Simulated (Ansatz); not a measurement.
Basis sets compared for (H2Al-mu-OH)2 (Al2O2H6). Charge 0, multiplicity 1. Geometry r2SCAN-D4/def2-SVP. Ansatz on 4 threads of Arm Neoverse V2 on a shared host; times are rough, and most runs start from earlier orbitals.

Cartesian coordinates in Å:
```
Al 0.186 -1.237 -0.697
H 1.567 -1.502 -1.436
H -0.994 -2.300 -0.705
O -0.515 0.475 -0.982
Al -0.186 1.237 0.696
H -1.566 1.503 1.437
H 0.995 2.300 0.705
O 0.514 -0.476 0.982
H -1.262 0.685 -1.554
H 1.261 -0.685 1.554
```

Binding counts from free atoms (Al doublet, H doublet, O triplet) in the same basis, without a counterpoise term.

| level | functions | energy (Eh) | HOMO (eV) | LUMO (eV) | binding per atom (eV) | wall time |
| --- | --- | --- | --- | --- | --- | --- |
| PBE-D4/def2-SVP | 94 | -638.3498 | -6.39 | -1.07 | 3.39 | 0.75 s |
| PBE-D4/def2-TZVP | 172 | -638.7084 | -6.48 | -1.37 | 3.36 | 1.4 s |
| r2SCAN-D4/def2-TZVP (with forces) | 172 | -639.0305 | -6.81 | -0.87 | 3.41 | 3.4 s |
| PBE0-D4/def2-SVP | 94 | -638.4100 | -7.73 | -0.26 | 3.35 | 0.81 s |
| PBE0-D4/def2-TZVP | 172 | -638.7634 | -7.78 | -0.58 | 3.33 | 1.7 s |

(1) Estimate the rows for PBE-D4/def2-TZVPD, r2SCAN-D4/def2-TZVPD, PBE0-D4/def2-TZVPD.

Results:

(1) 
```json
{"level": "PBE-D4/def2-TZVPD", "functions": "220", "energy (Eh)": "-638.7103", "HOMO (eV)": "-6.51", "LUMO (eV)": "-1.52", "binding per atom (eV)": "3.36", "wall time": "2.2 s"}
{"level": "r2SCAN-D4/def2-TZVPD", "functions": "220", "energy (Eh)": "-639.0319", "HOMO (eV)": "-6.82", "LUMO (eV)": "-0.98", "binding per atom (eV)": "3.41", "wall time": "4.3 s"}
{"level": "PBE0-D4/def2-TZVPD", "functions": "220", "energy (Eh)": "-638.7649", "HOMO (eV)": "-7.80", "LUMO (eV)": "-0.79", "binding per atom (eV)": "3.33", "wall time": "3.1 s"}
```
